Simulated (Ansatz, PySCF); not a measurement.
Noncovalent pair: C2H4 (SMILES C=C) (first 6 atoms) with H4OSi (SMILES O[SiH3]); geometry from B3LYP-D3(BJ)/def2-TZVP.
(charge 0, multiplicity 1):
```tsv
atom	x (Å)	y (Å)	z (Å)
C	0.6359	0.5771	0.2490
C	-0.0404	-0.5603	0.1469
H	0.1645	1.4910	0.5903
H	1.6860	0.6407	-0.0089
H	0.4294	-1.4733	-0.1983
H	-1.0918	-0.6222	0.4008
O	0.6735	-0.5030	3.4006
Si	-0.6412	0.2345	4.0659
H	0.7500	-0.4626	2.4388
H	-0.6724	1.6885	3.7615
H	-0.5400	0.0361	5.5257
H	-1.9134	-0.3515	3.5701
```

Basis-set superposition error: the interaction energy with monomers in their own basis, and in the dimer's basis (counterpoise).

The values were computed with Ansatz (Gaussian basis) for Hartree–Fock, density functionals and correlated methods; PySCF for 6-31G* rows, M06-2X. Each number belongs to the level named beside it.

| level | uncorrected (kcal/mol) | counterpoise (kcal/mol) | difference |
|---|---|---|---|
| SVWN5/def2-TZVPPD | -5.85 | -5.70 | 0.15 |
| r2SCAN/def2-TZVPPD | -3.58 | -3.48 | 0.10 |
| B3LYP/6-31G* | -3.66 | -2.22 | 1.44 |
| PBE0/def2-TZVPPD | -2.93 | -2.83 | 0.10 |
| M06-2X/def2-TZVPPD | -3.81 | -3.69 | 0.12 |
| CAM-B3LYP/def2-TZVPPD | -2.61 | -2.50 | 0.11 |
| wB97X-V/def2-TZVPPD | -3.73 | -3.64 | 0.09 |
| MP2/6-31G* | -4.50 | -2.30 | 2.20 |
| SCS-MP2/aug-cc-pV(D+d)Z | -3.88 | -2.37 | 1.50 |
| CCSD/aug-cc-pV(D+d)Z | -3.84 | -2.43 | 1.40 |

The error is largest for MP2/6-31G* (2.20 kcal/mol) and smallest for wB97X-V/def2-TZVPPD (0.09 kcal/mol).

Ansatz is a program for electronic structure.
